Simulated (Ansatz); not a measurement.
Wavefunction ladder for `Br[B]1[SiH2][SnH2]1`

```xyz
8

Br    2.777   -0.778   -0.710
B     0.894   -0.464   -0.689
Si   -0.109    1.132   -0.866
Sn   -0.413   -0.993    0.945
H    -1.569    0.998   -1.093
H     0.368    2.527   -1.048
H    -2.114   -1.042    0.955
H     0.165   -1.380    2.505
```

Charge 0, multiplicity 1. Correlated methods include outer-core shells of Br, Sn, which these sets cover unevenly. Scalar relativity is left out up to krypton. Sn takes the def2 core potential. All single points use the PBE0-D4/def2-TZVP geometry. Frozen core, restricted reference, Ansatz 0.2.0.

```json
{"basis": "def2-SVP", "HF (Eh)": "-3101.21682", "MP2 corr.": "-0.53356"}
{"basis": "def2-TZVPP", "HF (Eh)": "-3101.66922", "MP2 corr.": "-0.83671"}
{"basis": "def2-QZVPP", "HF (Eh)": "-3101.72945", "MP2 corr.": "-1.38164"}
```

**Question.** Estimate the CCSD correlation energy and the (T) correction in each basis where they were run (hartree).

**Answer.** 
```csv
basis,CCSD corr.,(T)
def2-SVP,-0.57246,-0.02129
def2-TZVPP,-0.86076,-0.03599
```
